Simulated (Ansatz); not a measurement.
Ansatz (an electronic-structure program) job for C4H9NSi, SMILES N[SiH2]C1=CCC1, PBE-D3(BJ)/def2-SVP. 

Ansatz 0.2 input:
```yaml
crystal:
  periodic: [false, false, false]
  atoms:
    - {symbol: N, position_ang: [2.38543868, -0.05299474, 0.60682932]}
    - {symbol: Si, position_ang: [1.31481644, 0.03261771, -0.76260065]}
    - {symbol: C, position_ang: [-0.43139239, -0.01123459, -0.10989762]}
    - {symbol: C, position_ang: [-0.93715897, -0.34830945, 1.10124001]}
    - {symbol: C, position_ang: [-2.37701477, -0.07386610, 0.73423119]}
    - {symbol: C, position_ang: [-1.81638435, 0.31936952, -0.67082678]}
    - {symbol: H, position_ang: [2.34628285, 0.68738250, 1.30467007]}
    - {symbol: H, position_ang: [3.35067584, -0.33897923, 0.45779260]}
    - {symbol: H, position_ang: [1.63512595, -1.14480255, -1.61984441]}
    - {symbol: H, position_ang: [1.44261255, 1.24280590, -1.63875974]}
    - {symbol: H, position_ang: [-0.46262214, -0.69740645, 2.02394946]}
    - {symbol: H, position_ang: [-2.86826500, 0.74548038, 1.28736620]}
    - {symbol: H, position_ang: [-3.05100751, -0.94800169, 0.74439303]}
    - {symbol: H, position_ang: [-1.97107672, 1.37312920, -0.95716252]}
    - {symbol: H, position_ang: [-2.15552370, -0.32104904, -1.50228179]}
basis:
  gaussian:
    orbitals: def2-SVP
hamiltonian:
  xc: pbe
  dispersion: d3bj
relax: {f_tol: 0.002, max_steps: 200}
```

Log of the run:

```
WARN ansatz: RAYON_NUM_THREADS=2 ignored (pool sized by the plan → 2); use --threads N
Functional definition: PBE
integrals: 0.08 GiB planned
1522 factors; their error is unknown
mean field: 0.44 GiB planned
mean field evaluation 1: about -13627.2194 eV, gradient 8.1e1 eV
mean field evaluation 2: about -13588.6901 eV, gradient 1.4e2 eV
mean field evaluation 4: about -13642.5535 eV, gradient 1.5e1 eV
mean field evaluation 8: about -13643.1390 eV, gradient 2.6e-1 eV
mean field evaluation 16: about -13643.0345 eV, gradient 3.4e-3 eV
mean field -13643.03453040 eV, -501.3722714113 hartree, gradient 4.4e-5 eV, S^2 0.000000; 0 other end points of the search recorded, 0 dependent functions left out
the calculation of the forces begins
reference -13643.03457204 eV, -501.3722729415 hartree; 27, 27 occupied and 106, 106 virtual orbitals, 1522 factors
relax step   1: F+E_penalty+E_count = -13643.37736847 eV  Δ(F+E_penalty+E_count) = +0.000e0 eV  max|allowed force component| = 3.315e-1 eV/Å  Δτ_max = 0.0000 Å  (32 SCF iters, accepted)
these checks for a lower state are left out or cut short: starts, cluster_reference, orbital_swaps, neighbouring_geometries, increment
integrals: 0.08 GiB planned
1522 factors; their error is unknown
mean field: 0.44 GiB planned
mean field -13643.04818979 eV, -501.3727733844 hartree, gradient 1.3e-5 eV, S^2 0.000000; 0 other end points of the search recorded, 0 dependent functions left out
the calculation of the forces begins
reference -13643.04823155 eV, -501.3727749191 hartree; 27, 27 occupied and 106, 106 virtual orbitals, 1522 factors
relax step   2: F+E_penalty+E_count = -13643.39045446 eV  Δ(F+E_penalty+E_count) = -1.309e-2 eV  max|allowed force component| = 9.078e-2 eV/Å  Δτ_max = 0.0161 Å  (33 SCF iters, accepted)
these checks for a lower state are left out or cut short: starts, cluster_reference, orbital_swaps, neighbouring_geometries, increment
integrals: 0.08 GiB planned
1522 factors; their error is unknown
mean field: 0.44 GiB planned
mean field evaluation 32: about -13643.0496 eV, gradient 4.0e-1 eV
mean field -13643.04992590 eV, -501.3728371853 hartree, gradient 1.3e-5 eV, S^2 0.000000; 0 other end points of the search recorded, 0 dependent functions left out
the calculation of the forces begins
reference -13643.04996771 eV, -501.3728387219 hartree; 27, 27 occupied and 106, 106 virtual orbitals, 1522 factors
relax step   3: F+E_penalty+E_count = -13643.39187010 eV  Δ(F+E_penalty+E_count) = -1.416e-3 eV  max|allowed force component| = 4.586e-2 eV/Å  Δτ_max = 0.0068 Å  (33 SCF iters, accepted)
these checks for a lower state are left out or cut short: starts, cluster_reference, orbital_swaps, neighbouring_geometries, increment
integrals: 0.08 GiB planned
1522 factors; their error is unknown
mean field: 0.44 GiB planned
mean field -13643.05007474 eV, -501.3728426554 hartree, gradient 1.3e-5 eV, S^2 0.000000; 0 other end points of the search recorded, 0 dependent functions left out
the calculation of the forces begins
reference -13643.05011655 eV, -501.3728441919 hartree; 27, 27 occupied and 106, 106 virtual orbitals, 1522 factors
relax step   4: F+E_penalty+E_count = -13643.39202893 eV  Δ(F+E_penalty+E_count) = -1.588e-4 eV  max|allowed force component| = 2.680e-2 eV/Å  Δτ_max = 0.0034 Å  (33 SCF iters, accepted)
these checks for a lower state are left out or cut short: starts, cluster_reference, orbital_swaps, neighbouring_geometries, increment
integrals: 0.08 GiB planned
1522 factors; their error is unknown
mean field: 0.44 GiB planned
mean field -13643.05019945 eV, -501.3728472381 hartree, gradient 1.3e-5 eV, S^2 0.000000; 0 other end points of the search recorded, 0 dependent functions left out
the calculation of the forces begins
reference -13643.05024125 eV, -501.3728487743 hartree; 27, 27 occupied and 106, 106 virtual orbitals, 1522 factors
relax step   5: F+E_penalty+E_count = -13643.39220373 eV  Δ(F+E_penalty+E_count) = -1.748e-4 eV  max|allowed force component| = 1.206e-2 eV/Å  Δτ_max = 0.0092 Å  (33 SCF iters, accepted)
these checks for a lower state are left out or cut short: starts, cluster_reference, orbital_swaps, neighbouring_geometries, increment
integrals: 0.08 GiB planned
1522 factors; their error is unknown
mean field: 0.44 GiB planned
mean field -13643.05013676 eV, -501.3728449345 hartree, gradient 1.3e-5 eV, S^2 0.000000; 0 other end points of the search recorded, 0 dependent functions left out
the calculation of the forces begins
reference -13643.05017856 eV, -501.3728464706 hartree; 27, 27 occupied and 106, 106 virtual orbitals, 1522 factors
relax step   6: F+E_penalty+E_count = -13643.39222310 eV  Δ(F+E_penalty+E_count) = -1.937e-5 eV  max|allowed force component| = 9.521e-3 eV/Å  Δτ_max = 0.0088 Å  (33 SCF iters, accepted)
these checks for a lower state are left out or cut short: starts, cluster_reference, orbital_swaps, neighbouring_geometries, increment
integrals: 0.08 GiB planned
1522 factors; their error is unknown
mean field: 0.44 GiB planned
mean field evaluation 64: about -13643.0501 eV, gradient 1.3e-5 eV
mean field -13643.05014362 eV, -501.3728451866 hartree, gradient 1.3e-5 eV, S^2 0.000000; 0 other end points of the search recorded, 0 dependent functions left out
the calculation of the forces begins
reference -13643.05018542 eV, -501.3728467226 hartree; 27, 27 occupied and 106, 106 virtual orbitals, 1522 factors
relax step   7: F+E_penalty+E_count = -13643.39222810 eV  Δ(F+E_penalty+E_count) = -5.003e-6 eV  max|allowed force component| = 7.396e-3 eV/Å  Δτ_max = 0.0050 Å  (33 SCF iters, accepted)
these checks for a lower state are left out or cut short: starts, cluster_reference, orbital_swaps, neighbouring_geometries, increment
integrals: 0.08 GiB planned
1522 factors; their error is unknown
mean field: 0.44 GiB planned
mean field -13643.05014968 eV, -501.3728454094 hartree, gradient 1.3e-5 eV, S^2 0.000000; 0 other end points of the search recorded, 0 dependent functions left out
the calculation of the forces begins
reference -13643.05019148 eV, -501.3728469453 hartree; 27, 27 occupied and 106, 106 virtual orbitals, 1522 factors
relax step   8: F+E_penalty+E_count = -13643.39223278 eV  Δ(F+E_penalty+E_count) = -4.677e-6 eV  max|allowed force component| = 1.823e-3 eV/Å  Δτ_max = 0.0011 Å  (34 SCF iters, accepted)
integrals: 0.08 GiB planned
1522 factors; their error is unknown
mean field: 0.44 GiB planned
mean field evaluation 96: about -13643.0501 eV, gradient 3.3e-3 eV
mean field -13643.05014968 eV, -501.3728454094 hartree, gradient 1.3e-5 eV, S^2 0.000000; 1 other end points of the search recorded, 0 dependent functions left out
the calculation of the forces begins
reference -13643.05019148 eV, -501.3728469453 hartree; 27, 27 occupied and 106, 106 virtual orbitals, 1522 factors
Total energy: -13643.39227457 eV, -501.3854182672 hartree
Atom 0 at     2.384513    -0.068468     0.621770 Å, force    -0.001823     0.001020     0.000742 eV/Å
Atom 1 at     1.318696     0.031342    -0.762791 Å, force     0.000823    -0.000067    -0.000449 eV/Å
Atom 2 at    -0.432860    -0.012086    -0.114005 Å, force     0.001137     0.000177     0.000187 eV/Å
Atom 3 at    -0.938286    -0.350646     1.105644 Å, force    -0.000647    -0.000357    -0.000219 eV/Å
Atom 4 at    -2.379514    -0.073490     0.736784 Å, force    -0.000792     0.000011     0.000620 eV/Å
Atom 5 at    -1.819554     0.319527    -0.672415 Å, force     0.000388     0.000189     0.000333 eV/Å
Atom 6 at     2.345991     0.694814     1.303399 Å, force    -0.000407    -0.000056    -0.000076 eV/Å
Atom 7 at     3.359551    -0.331115     0.455306 Å, force     0.001580    -0.000739    -0.000690 eV/Å
Atom 8 at     1.644261    -1.156765    -1.631924 Å, force    -0.000185    -0.000024    -0.000282 eV/Å
Atom 9 at     1.453500     1.257453    -1.646101 Å, force     0.000068     0.000057    -0.000044 eV/Å
Atom 10 at    -0.456798    -0.702430     2.033206 Å, force    -0.000094     0.000059     0.000092 eV/Å
Atom 11 at    -2.875118     0.751154     1.294076 Å, force    -0.000020    -0.000032    -0.000037 eV/Å
Atom 12 at    -3.061264    -0.951673     0.749730 Å, force    -0.000016     0.000245    -0.000030 eV/Å
Atom 13 at    -1.975246     1.380181    -0.963311 Å, force    -0.000080    -0.000261     0.000022 eV/Å
Atom 14 at    -2.163365    -0.323658    -1.510270 Å, force     0.000068    -0.000223    -0.000168 eV/Å
Dipole moment:     0.082059     0.125135     0.172145 e Å
```

The calculation finished and met its thresholds.
